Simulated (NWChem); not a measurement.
Everything below was run with NWChem. System: 1,3-cyclohexadiene (C$_{6}$H$_{8}$), charge 0, spin multiplicity 1, at a geometry optimised with B3LYP/def2-SVP. Level: MP2/def2-SVP, 6 core orbitals frozen.

Input file:

```
start mol
memory heap 200 mb stack 900 mb global 1100 mb
geometry units angstroms nocenter noautoz
  C     -0.385595     1.374436    -0.111914
  C     -0.129498     0.722461    -1.261986
  C      0.129498    -0.722461    -1.261986
  C      0.385595    -1.374436    -0.111914
  C      0.453780    -0.620448     1.195473
  C     -0.453780     0.620448     1.195473
  H     -0.614515     2.444727    -0.116902
  H     -0.131535     1.256160    -2.216962
  H      0.131535    -1.256160    -2.216962
  H      0.614515    -2.444727    -0.116902
  H      1.507006    -0.311738     1.362065
  H      0.199030    -1.277806     2.042362
  H     -0.199030     1.277806     2.042362
  H     -1.507006     0.311738     1.362065
  symmetry group C2
end
basis spherical
  * library def2-svp
end
scf
  rhf
  nopen 0
  maxiter 100
  thresh 1e-7
  semidirect memsize 60000000 filesize 0
end
mp2
  freeze core 6
end
task mp2 energy
```

Part of the output:

```
             Northwest Computational Chemistry Package (NWChem) 7.3.0
             --------------------------------------------------------

                                NWChem Input Module
                                -------------------

 Scaling coordinates for geometry "geometry" by  1.889725989
 (inverse scale =  0.529177249)

 Turning off AUTOSYM since
 SYMMETRY directive was detected!

                             Geometry "geometry" -> ""
                             -------------------------

 Output coordinates in angstroms (scale by  1.889725989 to convert to a.u.)

  No.       Tag          Charge          X              Y              Z
 ---- ---------------- ---------- -------------- -------------- --------------
    1 C                    6.0000    -0.38559500     1.37443600    -0.11191400
    2 C                    6.0000    -0.12949800     0.72246100    -1.26198600
    3 C                    6.0000     0.12949800    -0.72246100    -1.26198600
    4 C                    6.0000     0.38559500    -1.37443600    -0.11191400
    5 C                    6.0000     0.45378000    -0.62044800     1.19547300
    6 C                    6.0000    -0.45378000     0.62044800     1.19547300
    7 H                    1.0000    -0.61451500     2.44472700    -0.11690200
    8 H                    1.0000    -0.13153500     1.25616000    -2.21696200
    9 H                    1.0000     0.13153500    -1.25616000    -2.21696200
   10 H                    1.0000     0.61451500    -2.44472700    -0.11690200
   11 H                    1.0000     1.50700600    -0.31173800     1.36206500
   12 H                    1.0000     0.19903000    -1.27780600     2.04236200
   13 H                    1.0000    -0.19903000     1.27780600     2.04236200
   14 H                    1.0000    -1.50700600     0.31173800     1.36206500

 Effective nuclear repulsion energy (a.u.)     218.2455770337

            Nuclear Dipole moment (a.u.)
            ----------------------------
        X                 Y               Z
 ---------------- ---------------- ----------------
     0.0000000000     0.0000000000     0.0000037795
[...]
     1   1 0 0      0.000000      0.000000      0.000000
     1   0 1 0      0.000000      0.000000      0.000000
     1   0 0 1      0.167729      0.000000      0.000004

     2   2 0 0    -29.711393      0.000000     35.238029
     2   1 1 0     -0.792693      0.000000    -55.866744
     2   1 0 1      0.000000      0.000000      0.000000
     2   0 2 0    -26.499085      0.000000    186.127275
     2   0 1 1     -0.000000      0.000000     -0.000000
     2   0 0 2    -26.056244      0.000000    208.270076

                   NWChem MP2 Semi-direct Energy/Gradient Module
                   ---------------------------------------------

  Basis functions       =    124
  Molecular orbitals    =    124
  Frozen core           =      6
  Frozen virtuals       =      0
  Active alpha occupied =     16
  Active beta occupied  =     16
  Active alpha virtual  =    102
  Active beta virtual   =    102
  Use MO symmetry       = T
  Use skeleton AO sym   = T

  AO/Fock/Back tols     =   1.0D-09  1.0D-09  1.0D-09

 GA uses MA = F    GA memory limited = T

 Available:
  local mem=  1.26D+08
 global mem=  1.44D+08
 local disk=  0.00D+00
  mp2_memr nvloc                   102
  nvloc new                   102
   1 passes of  16:        3145728                      72983                  42064066.
   1 passes of  16: M    126151049           G      144148448           F     123005321.

 Semi-direct pass number   1 of   1  for RHF alpha+beta  at        5.2s
  vrange nnbf                  7576
  mp2_eaftype                   160  avail_ma_in_mb                  1099
 EAF : mp2_eaftype filesize         160   21032033.
  mp2_eaf for mointskh                    160
Node 0 wrote     98.9 Mb in      0.1 s     Agg I/O rate:  1872.3 Mb/s
 Done moints_semi at       11.2s
  mp2_eaftype                   160  avail_ma_in_mb                   939
 EAF : mp2_eaftype filesize         160   21032033.
  mp2_eaf for kh                   160
 Done maket at       11.9s
 Done multipass loop at       11.9s

          -------------------------------------------
          SCF energy                -231.663853680420
          Correlation energy          -0.804254262229
          Singlet pairs               -0.512331842816
          Triplet pairs               -0.291922419413
          Total MP2 energy          -232.468107942649
          -------------------------------------------

          ---------------------------------------------------
                    Spin Component Scaled (SCS) MP2
          Same spin pairs                     -0.194614946276
          Same spin scaling factor             0.333333333333
          Opposite spin pairs                 -0.609639315953
          Opposite spin scaling fact.          1.200000000000
          SCS-MP2 correlation energy          -0.796438827902
          Total SCS-MP2 energy              -232.460292508323
          ---------------------------------------------------

 -----------------------
 Performance information
 -----------------------

 Timer overhead =  2.09D-07 seconds/call

               Nr. of calls         CPU time (s)                 Wall time (s)                GFlops
             ---------------    -------------------     ------------------------------   -------------------
Name         Min   Avg   Max    Min     Avg     Max     Min     Avg     Max   Mx/calls   Min     Max     Sum
mp2: moin     1     1     1    6.0     6.0     6.0      6.0     6.0     6.0     6.0      0.0     0.0     0.0
mp2: make     1     1     1   0.67    0.67    0.67     0.67    0.67    0.67    0.67      0.0     0.0     0.0
mp2: tota     1     1     1    6.8     6.8     6.8      6.8     6.8     6.8     6.8      0.0     0.0     0.0

 The average no. of pstat calls per process was 3.00D+00
 with a timing overhead of 6.26D-07s

 Task  times  cpu:       11.9s     wall:       11.9s

 Total times  cpu:       11.9s     wall:       11.9s
```
